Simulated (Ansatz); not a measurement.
The same carbene extrusion along the group B, Al, Ga, In.

Isolated molecules relaxed with PBE0-D4/def2-TZVP in Ansatz; ΔE leaves out vibrations. CCSD(T)/CBS adds triple-zeta CCSD(T) − MP2 to the extrapolated MP2 energy (def2 sets, frozen cores). Small cases extrapolate CCSD(T) itself. DFT in def2-TZVPP. Triplets are unrestricted, without spin–orbit coupling. def2 core potentials past Kr. For Ga, In outer-core shells are correlated without core-valence functions, which leaves a few kJ/mol of doubt a bond. Scalar relativity is left out up to krypton.

```csv
reaction,PBE-D4 (eV),ωB97X-V (eV),r2SCAN-D4 (eV),CCSD(T)/CBS(def2) (eV)
`BC` → BH₃ + `[CH2]` (triplet),5.19,5.16,4.89,5.04
`[CH3][AlH2]` → `[AlH3]` + `[CH2]` (triplet),5.05,5.05,4.78,4.97
`[CH3][GaH2]` → `[GaH3]` + `[CH2]` (triplet),4.93,4.94,4.64,4.91
`[CH3][InH2]` → `[InH3]` + `[CH2]` (triplet),4.81,4.82,4.51,4.80
```

Largest T1 diagnostic: 0.014, for `[InH3]`.

Extrapolated directly: `BC` → BH₃ + `[CH2]` (triplet); `[CH3][AlH2]` → `[AlH3]` + `[CH2]` (triplet).
